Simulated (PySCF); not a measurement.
## A small calculation by hand: oscillator strength and radiative lifetime

B(H)(Me)2 (C₂H₇B), SMILES CBC.

Coordinates come from a TPSSh-D3(BJ)/def2-TZVP optimisation.

TDDFT-M06-2X/def2-SVPD in PySCF 2.14.0 puts the first singlet state with f over 0.02 at 8.47 eV (vertical), with the transition dipole (0.514, -0.118, 0.000) in atomic units.

Q: Find the oscillator strength, the wavelength and the radiative lifetime that this transition would have in vacuum if emission retraced absorption.

A: 
|μ|² = 0.2781 au, so |μ| = 1.34 D. ΔE = 8.47/27.211 = 0.3113 hartree. f = (2/3) ΔE |μ|² = 0.058 (the program prints 0.058).
λ = 1239.84/8.47 = 146 nm; ν = 68315 cm⁻¹.
Einstein's coefficient A = 0.6670 ν² f s⁻¹ (ν in cm⁻¹) = 1.8e8 s⁻¹, so τ = 1/A = 5.6 ns. This state is S4; the lower singlets have f = 0.002, 0.001, 0.002. The figure is the radiative limit of this one transition; relaxation, internal conversion, crossing to triplets and a medium change what is measured.
